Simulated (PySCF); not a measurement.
Structure problem from calculated spectra and properties.

Formula: C4H13NSi.

| Item | Value |
| --- | --- |
| Rotational structure | rotational constants A, B, C: 4.451, 1.533, 1.304 GHz [PBE0-D3(BJ)/def2-SVP] |
| Valence photoelectron | vertical ionisation energy: 8.45 eV [ΔSCF B3LYP/def2-SVPD] |
| UV, first state | lowest singlet excitation: 5.71 eV (217 nm, f = 0.020) [TDDFT B3LYP/def2-SVPD] |
| XPS | Si2p3/2 106.1, C1s 289.9 (×2), C1s 290.4, C1s 291.3, N1s 403.9, Si1s 1846.0 eV [ΔSCF SCAN, pcX-2 on the ionised atom, pcseg-1 elsewhere, spin-free X2C, 2p3/2 from a spin–orbit splitting computed afterwards within the 2p shell] |
| NMR, other nuclei | isotropic shieldings of nuclei other than C and H, by class: 213 (1 N), 356 (1 Si) ppm [GIAO B3LYP/pcSseg-1] |
| 13C NMR | chemical shifts (computed TMS as zero) by class: 41.3 (1 C), 22.3 (1 C), -2.3 (2 C) ppm [GIAO B3LYP/pcSseg-1] |

The electronic properties come from PySCF, for the isolated species, density fitting. Levels stand in brackets. Isolated species at its PBE0-D3(BJ)/def2-SVP geometry (one conformer only). Each NMR value is the plain mean over a class of atoms that symmetry, rotation or inversion makes alike.

Problem. Give a SMILES that accounts for the data.

Solution. 4 carbons fall into 3 classes; from least to most shielded: carbon bonded to C, N and 2 H (41.3 ppm), carbon bonded to C and 3 H (22.3 ppm), carbon bonded to Si and 3 H (-2.3 ppm, 2 C). The other shieldings belong to: 213 ppm, nitrogen bonded to C, Si and H; 356 ppm, silicon bonded to 2 C, N and H. The core levels belong to: Si2p3/2 106.1 eV, silicon bonded to 2 C, N and H; C1s 289.9 eV, carbon bonded to Si and 3 H; C1s 290.4 eV, carbon bonded to C and 3 H; C1s 291.3 eV, carbon bonded to C, N and 2 H; N1s 403.9 eV, nitrogen bonded to C, Si and H; Si1s 1846.0 eV, silicon bonded to 2 C, N and H. One atom of each topological class was ionised and stands for its class. The optimised geometry has point group C1 and is an asymmetric top. Structure: `[H][Si](C)(C)NCC` (SiHMe2(NHEt)). Computed isomers that give other values at the same levels: `CCCN(C)[SiH3]` (rotational constant A: 3.947 GHz; this holds for the one conformer computed); `[H][Si](C)(C)N(C)C` (13C chemical shifts (computed TMS as zero) by class: 39.7 (2 C), -2.1 (2 C) ppm); `CN[Si](C)(C)C` (13C chemical shifts (computed TMS as zero) by class: 30.4 (1 C), -1.0 (3 C) ppm). The assignments are read from this structure; whether some other isomer fits the data as well wasn't checked.
